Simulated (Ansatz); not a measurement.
A structure relaxed at PBE-D4/def2-SVP in Ansatz, charge 0, singlet:

```xyz
10

Ge    2.256    0.814    0.760
Ge   -1.633    0.037   -1.912
Ge   -1.506   -2.007   -0.097
Ge    0.087    0.009   -0.004
H     1.650    2.293    0.681
H     0.172   -2.030   -0.076
H    -1.488    1.281   -0.835
H    -1.342   -1.082    1.260
H     1.764    0.508    2.252
H     0.039    0.177   -2.028
```

(1) Give its formula and point group.

(2) Summarise the bond lengths by kind (pairs closer than 1.2 times the sum of covalent radii, bridged metal pairs left out).

Answers

(1) Ge4H6. Point group Cs (tolerance 0.1 Å).

(2) 4 × Ge–Ge 2.44 to 2.74 Å; 6 × Ge–H 1.60 to 1.68 Å.

Another isomer (singlet) lies 2.12 eV lower at PBE0-D4/def2-TZVP; other spin states weren't run for this one.
